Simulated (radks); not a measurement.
Values are calculated unless marked as measured or tabulated.
Q: The table gives one normalised radial function P(r) = r R(r) of Mg11+ in 2p1 (r in bohr). Level of theory: non-relativistic Kohn-Sham, SCAN, spin-polarised, spherical densities, point nucleus; open shells are filled with parallel spins first; meta-GGA in the generalised Kohn-Sham scheme (a radial shooting solver on a logarithmic mesh with Libxc functionals).

r	P
0.008781	0.0073
0.01064	0.0107
0.01279	0.0152
0.01537	0.0216
0.01848	0.0307
0.02239	0.0440
0.02691	0.0619
0.03235	0.0865
0.0392	0.1219
0.04712	0.1680
0.05664	0.2293
0.06862	0.3134
0.08249	0.4169
0.09915	0.5454
0.1192	0.6996
0.1444	0.8842
0.1736	1.0739
0.2086	1.2595
0.2528	1.4215
0.3039	1.5146
0.3653	1.5170
0.4426	1.4035
0.532	1.1885
0.6395	0.9029
0.7686	0.6023
0.9314	0.3343
1.119	0.1571
1.346	0.0590

Which n and l does it have? It may be an empty orbital.

A: n = 2, l = 1: the number of nodes gives n - l - 1 = 0, the rise at small r (about r^(l+1)) gives l, and the extent must fit the shell. The curve is that of 2p up; the table hardly tells the two spins apart. 2p up: eigenvalue -466.04 eV, 0 radial nodes, <r> = 0.419 bohr, 90 % of the charge inside 0.669 bohr.
